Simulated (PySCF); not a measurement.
Frontier levels across methods

Species: C3H6ClFSi.
Geometry (PBE0-D3(BJ)/def2-SVP, Å), atoms numbered from 1 in this order:
```
atom  x, y, z in Å
C1    -1.9103   -0.6558   -0.3588
C2    -1.1994   -0.1762    0.6676
Si3    0.4091    0.7240    0.4654
C4     1.7281   -0.2161   -0.4310
F5     0.9435    1.0883    1.9558
Cl6    0.0963    2.5131   -0.5201
H7    -2.8551   -1.1915   -0.2168
H8    -1.5895   -0.5268   -1.3993
H9    -1.5777   -0.3242    1.6875
H10    2.6473    0.3844   -0.5036
H11    1.9574   -1.1531    0.0990
H12    1.3984   -0.4662   -1.4510
```

Basis pcSseg-1 throughout (PySCF), one geometry. Geometry: PBE0-D3(BJ)/def2-SVP, one conformer, isolated molecule.

Question: How do the orbital energies, the gap and the dipole change with the method?

Answer: 
```json
{"method": "BLYP", "kind": "GGA", "HOMO (eV)": "-7.01", "LUMO (eV)": "-1.82", "gap (eV)": "5.19", "μ (D)": "2.64", "SCF cycles": "14"}
{"method": "B97-D", "kind": "GGA", "HOMO (eV)": "-7.14", "LUMO (eV)": "-1.88", "gap (eV)": "5.26", "μ (D)": "2.72", "SCF cycles": "14"}
{"method": "KT3", "kind": "GGA", "HOMO (eV)": "-7.21", "LUMO (eV)": "-1.93", "gap (eV)": "5.27", "μ (D)": "2.68", "SCF cycles": "16"}
{"method": "OPBE", "kind": "GGA", "HOMO (eV)": "-7.21", "LUMO (eV)": "-1.90", "gap (eV)": "5.31", "μ (D)": "2.73", "SCF cycles": "15"}
{"method": "PBE", "kind": "GGA", "HOMO (eV)": "-7.21", "LUMO (eV)": "-2.00", "gap (eV)": "5.22", "μ (D)": "2.69", "SCF cycles": "14"}
{"method": "KT2", "kind": "GGA", "HOMO (eV)": "-7.22", "LUMO (eV)": "-1.99", "gap (eV)": "5.23", "μ (D)": "2.72", "SCF cycles": "15"}
{"method": "BP86", "kind": "GGA", "HOMO (eV)": "-7.31", "LUMO (eV)": "-2.09", "gap (eV)": "5.22", "μ (D)": "2.72", "SCF cycles": "14"}
{"method": "LDA", "kind": "LDA", "HOMO (eV)": "-7.40", "LUMO (eV)": "-2.24", "gap (eV)": "5.15", "μ (D)": "2.79", "SCF cycles": "15"}
{"method": "B3LYP", "kind": "global hybrid", "HOMO (eV)": "-8.13", "LUMO (eV)": "-1.22", "gap (eV)": "6.91", "μ (D)": "2.79", "SCF cycles": "14"}
{"method": "B97-2", "kind": "global hybrid", "HOMO (eV)": "-8.14", "LUMO (eV)": "-1.07", "gap (eV)": "7.06", "μ (D)": "2.85", "SCF cycles": "13"}
{"method": "PBE0", "kind": "global hybrid", "HOMO (eV)": "-8.40", "LUMO (eV)": "-1.03", "gap (eV)": "7.37", "μ (D)": "2.86", "SCF cycles": "12"}
{"method": "mPW1PW91", "kind": "global hybrid", "HOMO (eV)": "-8.42", "LUMO (eV)": "-1.04", "gap (eV)": "7.38", "μ (D)": "2.87", "SCF cycles": "12"}
{"method": "BHandHLYP", "kind": "global hybrid", "HOMO (eV)": "-9.36", "LUMO (eV)": "0.09", "gap (eV)": "9.45", "μ (D)": "2.94", "SCF cycles": "12"}
{"method": "CAM-B3LYP", "kind": "range-separated hybrid", "HOMO (eV)": "-9.71", "LUMO (eV)": "0.16", "gap (eV)": "9.88", "μ (D)": "2.85", "SCF cycles": "12"}
{"method": "wB97X-D", "kind": "range-separated hybrid", "HOMO (eV)": "-10.28", "LUMO (eV)": "0.78", "gap (eV)": "11.06", "μ (D)": "2.91", "SCF cycles": "13"}
{"method": "HF", "kind": "Hartree–Fock", "HOMO (eV)": "-10.82", "LUMO (eV)": "2.78", "gap (eV)": "13.59", "μ (D)": "3.12", "SCF cycles": "10"}
{"method": "LC-wPBE", "kind": "range-separated hybrid", "HOMO (eV)": "-11.18", "LUMO (eV)": "1.29", "gap (eV)": "12.47", "μ (D)": "2.91", "SCF cycles": "12"}
```

The HOMO spans 4.17 eV, from BLYP down to LC-wPBE, and the gap runs from 5.15 eV (LDA) to 13.59 eV (HF). Over the methods BLYP (0 %), B97-D (0 %), KT3 (0 %), OPBE (0 %), PBE (0 %), KT2 (0 %), BP86 (0 %), LDA (0 %), B3LYP (20 %), B97-2 (21 %), PBE0 (25 %), mPW1PW91 (25 %), BHandHLYP (50 %), HF (100 %), a straight line through the gap against the share of exact exchange rises by 0.84 eV for each 10 % (correlation coefficient 1.000). The dipole ranges from 2.64 D (BLYP) to 3.12 D (HF). This basis has no diffuse functions.
